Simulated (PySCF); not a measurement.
Dipole response of W (tungsten, neutral)

[Xe] 4f14 5d4 6s2, high-spin 5D determinant. Computed with PySCF 2.14 in aug-cc-pVTZ-PP with one added diffuse shell each of s, p, d, f, g type with ECP60MDF (7s7p6d4f3g, 113 functions), with scalar relativity through the core potential. Coupled (time-dependent) response in atomic units; α is the mean over directions.

```json
{"method": "PBE0", "mean α (bohr³)": "75.30", "α xx, yy, zz": "77.93, 77.93, 70.03", "C₆ (like pair)": "927.9", "S(−4)": "2348"}
```

S(−4) is the Cauchy moment in α(ω) = α(0) + S(−4) ω² + …

Reference α: 68 ± 15 bohr³ (recommended; Schwerdtfeger and Nagle, table of static dipole polarizabilities (2023 update)). Published C₆: 757.0 (Gould and Bucko (2016)).

Spin-orbit coupling is absent.

α(iu) at PBE0:

```csv
u (hartree),α(iu) (bohr³)
0,75.30
0.0500,70.05
0.100,58.99
0.200,38.77
0.300,26.53
0.500,15.00
0.750,9.144
1.00,6.331
1.50,3.663
2.00,2.415
3.00,1.277
5.00,0.5268
```

A single London oscillator, α(iu) = α/(1 + u²/ω²), gives C₆ = (3/4) ω α². Matching the computed C₆ needs ω = 4 × 927.9 / (3 × 75.30²) = 0.218 hartree.

The components differ because the open shell of this determinant is not spherical; for a pure term their mean is the scalar polarisability.

Energies and moments cover only the electrons outside the core potential. Spin-orbit coupling, absent here, splits the open shell strongly.
